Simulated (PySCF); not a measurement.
**How methods differ on the ionisation energy of C(2+)**

C(2+) [He] 2s2 (1S) → C(3+) [He] 2s1 (2S), as a difference of total energies. All numbers are calculated (PySCF 2.14, no relativity, point nucleus, in def2-TZVPPD (6s3p3d1f, 37 functions)). Correlated levels: valence: 1s2 frozen. The calculations carry no spin-orbit coupling.

```tsv
method	ionisation energy (eV)
UHF	45.776
MP2 (valence)	46.934
SCS-MP2 (valence)	47.166
CCSD (valence)	47.755
```

Errors of the correlated levels include the incompleteness of this basis and the frozen core.

With two correlated electrons CCSD is exact in that space.

The coupled-cluster amplitudes are large for C(2+) (T1 above 0.03 or a double amplitude above 0.15), so a single reference is strained.

**Question.** Which method comes closest to the reference value, and which is furthest?

**Answer.** The reference is 47.888 eV (measured; NIST Atomic Spectra Database, ionization energies). Closest: CCSD (valence) (error -0.133 eV); furthest: UHF (error -2.112 eV).
